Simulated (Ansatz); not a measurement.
Saddle point of SiH4F4, closed shell (SiH₂F₂ ([F][SiH2][F]) + HF + HF → SiHF₃ ([F][SiH]([F])[F]) + HF + H₂; bonds formed: Si1–F7, H2–H8, H6–F9; bonds broken: Si1–H2, H6–F7, H8–F9), PBE0-D4/def2-TZVP structure:

Si1  (-0.711, 0.207, -0.573)
H2  (-0.481, -0.321, 0.965)
F3  (-0.310, -0.931, -1.597)
F4  (-2.227, -0.216, -0.231)
H5  (-0.957, 1.579, -1.023)
H6  (1.587, 0.083, 0.413)
F7  (1.055, 0.712, -0.440)
H8  (0.429, -0.537, 1.194)
F9  (1.615, -0.575, 1.293)
(Å)

Energies are electronic, without zero-point energy. Barriers and step energies count from the start structure reached by relaxing down the imaginary mode; all methods use the PBE0-D4 structures, on which another method's saddle can fall below an end. Ansatz 0.2.0; basis: def2-TZVPP, with def2-QZVPP for the basis limit; cores frozen in the correlated methods. B3LYP uses VWN-RPA correlation. Extrapolation: Hartree–Fock as exp(−7.88 √X), correlation as X^−2.97.

```
      method  barrier (kJ/mol)  step energy (kJ/mol)
       SPW92              45.3                 -68.6
      PBE-D4              92.9                 -88.4
     BLYP-D4             112.4                 -97.1
   r2SCAN-D4              99.0                -102.0
      B97M-V             120.5                -105.6
     PBE0-D4             115.4                 -91.3
    B3LYP-D4                 ?                 -97.7
  r2SCAN0-D4             117.8                -100.9
    BHLYP-D4             152.0                -100.1
CAM-B3LYP-D4             125.1                 -95.4
     wB97X-V             128.8                 -96.8
     wB97M-V             126.3                 -97.3
      B2PLYP                 ?                -101.2
    PBE-QIDH                 ?                 -97.8
  RPA on PBE             139.0                -100.8
          HF             216.7                -115.4
         MP2             135.0                -104.6
        CCSD             153.8                -102.4
     CCSD(T)             141.1                -101.1
```

Fill in the withheld barriers. (An estimate is asked for; the value comes from the calculation.)

Computed: B2PLYP 133.7; PBE-QIDH 130.8; B3LYP-D4 127.1 kJ/mol. Each is the energy of the saddle less that of the start structure, by the same method.

For comparison, the barrier by CCSD(T) at an estimated basis limit (MP2 extrapolated from triple and quadruple zeta, plus CCSD(T) − MP2 in triple zeta) is 142.6 kJ/mol.

T1 diagnostic: at most 0.013.

Labels in which every atom is bracketed show which atoms are joined, not bond orders.

For scale, one of the runs: CCSD(T)/def2-TZVPP, 222 basis functions, launched by `ansatz run in.yaml --threads 4 --pin off --events-out ev --progress --plain --max-ram 9574MiB`. The run took 100 s on 4 CPU threads of an Arm Neoverse V2 (shared host), with 3.9 GiB of host memory at its peak.
